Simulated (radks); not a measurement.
Values are calculated unless marked as measured or tabulated.
Species: Pd IV. Configuration: [Kr] 4d5 5s1.5 5p0.5 (fractional occupations, a model configuration). Code: a radial shooting solver on a logarithmic mesh with Libxc functionals. Model: scalar-relativistic Kohn-Sham, PBE, spin-unpolarised, spherical densities, finite nucleus; Fermi nuclear charge, rms radius 4.5318 fm.

Unscreened Slater integrals over Kohn-Sham orbitals (cm^-1).

\begin{tabular}{lr}
integral & value \\ \hline
F0(5p,5p) & 75417 \\
F2(5p,5p) & 41123 \\
F0(5p,5s) & 80373 \\
G1(5p,5s) & 53591 \\
F0(5p,4d) & 92549 \\
F2(5p,4d) & 29177 \\
G1(5p,4d) & 10720 \\
G3(5p,4d) & 9694.4 \\
F0(5p,4p) & 94971 \\
F2(5p,4p) & 24147 \\
G0(5p,4p) & 4989.6 \\
G2(5p,4p) & 6487.9 \\
F0(5s,5s) & 86917 \\
F0(5s,4d) & 104220 \\
G2(5s,4d) & 16520 \\
F0(5s,4p) & 107510 \\
G1(5s,4p) & 8388.0 \\
F0(4d,4d) & 160540 \\
F2(4d,4d) & 81468 \\
F4(4d,4d) & 53839 \\
F0(4d,4p) & 175690 \\
F2(4d,4p) & 88493 \\
G1(4d,4p) & 111850 \\
G3(4d,4p) & 68933 \\
F0(4p,4p) & 196200 \\
F2(4p,4p) & 103390 \\
\end{tabular}

Derived for the open shells (J is the average intra-shell exchange parameter used in DFT+U). 4d: Racah B = F2/49 - 5 F4/441 = 1052 cm^-1, C = 35 F4/441 = 4273 cm^-1, C/B = 4.06, F4/F2 = 0.661, J = (F2 + F4)/14 = 9665 cm^-1. 5p: J = F2/5 = 8225 cm^-1.
